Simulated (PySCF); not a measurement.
The vertical singlet excitations below were computed for one of the candidates. The calculation used TDDFT wB97X-D/def2-SVPD, vertical, gas phase, core orbitals frozen in the response (PySCF 2.14.0, density-fitted response routines). Geometries: GFN2-xTB, one conformer each.

| state | ν̃ (cm⁻¹) | f | main configurations (H = HOMO, L = LUMO) |
| --- | --- | --- | --- |
| S1 | 61590 | 0.015 | H-1→L+1 (48%), H-1→L (43%) |
| S2 | 62000 | 0.0001 | H→L+1 (46%), H→L (43%) |
| S3 | 66390 | 0.071 | H→L (47%), H→L+1 (40%) |
| S4 | 67250 | 0.049 | H-1→L (44%), H-1→L+1 (35%), H-1→L+6 (10%) |
| S5 | 68020 | 0.052 | H-2→L+1 (41%), H→L+2 (31%), H→L+5 (19%) |
| S6 | 69030 | 0.0000 | H-1→L+2 (37%), H-3→L+1 (32%), H-1→L+5 (17%) |
| S7 | 69470 | 0.050 | H-2→L (43%), H→L+2 (27%), H→L+5 (13%) |
| S8 | 70810 | 0.054 | H-1→L+3 (76%) |

Triplets computed (Tamm–Dancoff): 7.36, 7.46, 7.94 eV.

Task: Which structure fits?
A. `Sc1c(c1)=O`
B. `C1CCCC=1`
C. `C[SiH2]O[SiH2]C`

Result: C. Its S1, at 7.64 eV, is the highest among the candidates; the nearest of the others has S1 at 6.96 eV. S1 is HOMO-1→LUMO+1 (48%), HOMO-1→LUMO (43%). Löwdin shares by element: HOMO carbon 31%, oxygen 28%, silicon 10% or more (atoms not listed hold the other 30%); LUMO silicon 47%, carbon 16% (atoms not listed hold the other 37%). At the same level the other candidates give, for their lowest levels:
- `C1=CCCC1`: 6.96 eV (f 0.009); 7.13 eV (f 0.253); 7.98 eV (f 0.022); 8.01 eV (f 0.000); 8.45 eV (f 0.038); T1 4.50 eV; HOMO -8.71, LUMO 2.52 eV
- `O=c1cc1S`: 4.71 eV (f 0.000); 5.84 eV (f 0.000); 5.96 eV (f 0.103); 6.16 eV (f 0.003); 6.40 eV (f 0.053); T1 4.30 eV; HOMO -9.01, LUMO 0.70 eV

Shape of the structure used: `[CH3:1][SiH2:2][O:3][SiH2:4][CH3:5]`: C1–Si2–O3–Si4 2°, Si2–O3–Si4–C5 -2°.
